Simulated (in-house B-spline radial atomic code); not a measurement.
## Ionising Ce5+ with different functionals

Computed with a radial B-spline atomic code at the basis-set limit: four-component Dirac-Coulomb Hamiltonian, Fermi nucleus of rms radius 4.8771 fm, spin-restricted, spherical fractional occupations for the functionals. The ionisation energy is the difference of two self-consistent energies, [Kr] 4d10 5s2 5p5 → [Kr] 4d10 5s2 5p4, without Breit or QED terms; ε is the level of the shell that loses the electron (mean over j). The electron is taken from both j subshells in proportion to 2j + 1, so the result is a j average, not the step between ground levels.

Hybrids are left out here: with spherical fractional occupations of an open shell their exact exchange keeps a self-interaction that integer-occupation calculations don't have.

```tsv
method	rung	ΔSCF (eV)	-ε(5p) (eV)
LDA VWN5	LDA	?	?
relativistic LDA	LDA	80.40	73.56
LDA PW92	LDA	80.45	73.60
LDA exchange-only	LDA	78.80	71.96
PBE	GGA	80.19	73.37
PBEsol	GGA	80.25	73.42
BLYP	GGA	80.00	73.16
RPBE	GGA	80.15	73.34
PW91	GGA	80.29	73.46
BP86	GGA	?	?
AM05	GGA	80.25	73.42
OLYP	GGA	80.35	73.54
```

(1) What does BP86 give?

(2) What does LDA VWN5 give?

(3) How do they compare with the NIST value?

## Answers

(1) ΔSCF 80.33 eV, and -ε(5p) = 73.50 eV.

(2) ΔSCF 80.45 eV, and -ε(5p) = 73.60 eV.

(3) NIST lists 78 eV ± 1.2 (semi-empirical, ground level to ground level). Errors run from +1.20 to +2.85 eV. The correlated functionals all miss on the same side by more than they spread, so the cause is common to them (Breit-QED terms, spin polarisation, the choice among j levels, multiplet and fine-structure energies, or a listed next ion that isn't the cheapest removal here) and closeness doesn't rank the functionals.
